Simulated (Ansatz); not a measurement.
`FC[SiH2]Br` and `FC[SiH2]CS` differ in one atom or group.

Ansatz, PBE0-D4/def2-TZVP geometries, multiplicity 1. Each molecule was computed in one conformer, which needn't be the lowest.

Scalar relativity is left out up to krypton. Spin–orbit coupling is left out; it splits and shifts lone-pair levels of the heavy atoms by tenths of an eV.

| property | `FC[SiH2]Br` |
| --- | --- |
| LUMO energy (PBE/def2-TZVPP) / eV | -1.35 |
| HOMO–LUMO gap (PBE/def2-TZVPP) / eV | 5.77 |
| HOMO energy (PBE/def2-TZVPP) / eV | -7.12 |
| HOMO–LUMO gap (B3LYP/def2-TZVPP) / eV | 7.59 |
| size of the dipole moment (ωB97M-V/def2-TZVPP) / D | 0.31 |
| LUMO energy (ωB97M-V/def2-TZVPP) / eV | 1.43 |

Give the same properties after the change, and the shifts. (Best estimate.)

The calculation gave: 
```json
{"property": "LUMO energy (PBE/def2-TZVPP) / eV", "`FC[SiH2]CS`": "-0.88", "shift": "0.47"}
{"property": "HOMO–LUMO gap (PBE/def2-TZVPP) / eV", "`FC[SiH2]CS`": "4.81", "shift": "-0.96"}
{"property": "HOMO energy (PBE/def2-TZVPP) / eV", "`FC[SiH2]CS`": "-5.69", "shift": "1.43"}
{"property": "HOMO–LUMO gap (B3LYP/def2-TZVPP) / eV", "`FC[SiH2]CS`": "6.46", "shift": "-1.13"}
{"property": "size of the dipole moment (ωB97M-V/def2-TZVPP) / D", "`FC[SiH2]CS`": "1.74", "shift": "1.43"}
{"property": "LUMO energy (ωB97M-V/def2-TZVPP) / eV", "`FC[SiH2]CS`": "1.73", "shift": "0.30"}
```

With PBE0 the HOMO rises by 1.56 eV and the LUMO rises by 0.44 eV, so the gap narrows by about 1.12 eV. PBE moves the HOMO by 1.43 eV and ωB97M-V by 1.57 eV. Dipoles are sizes alone; their direction can turn.

B3LYP here is the variant with VWN-RPA as its local correlation; programs differ in this.
